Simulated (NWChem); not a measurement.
Two isomers of C$_{4}$H$_{7}$N, each optimised at PBE-D3(BJ)/def2-SVP with NWChem. Flexible species stand in one conformer each, which need not be the lowest. 

A: CCCC#N
B: N(CC#C)C

### Question
Which is lower in energy, by how much, and how do their other properties compare?

### Answer
A is lower by 49.2 kcal/mol in electronic energy; with zero-point energies, B − A = 48.7 kcal/mol.
```json
[
 {"": "highest occupied level (eV)", "A": "-7.69", "B": "-5.01"},
 {"": "orbital gap (eV)", "A": "7.48", "B": "4.91"},
 {"": "dipole (D)", "A": "3.94", "B": "1.31"},
 {"": "highest harmonic frequency (cm⁻¹)", "A": "3070", "B": "3460"},
 {"": "zero-point energy (kcal/mol)", "A": "62.6", "B": "62.0"}
]
```
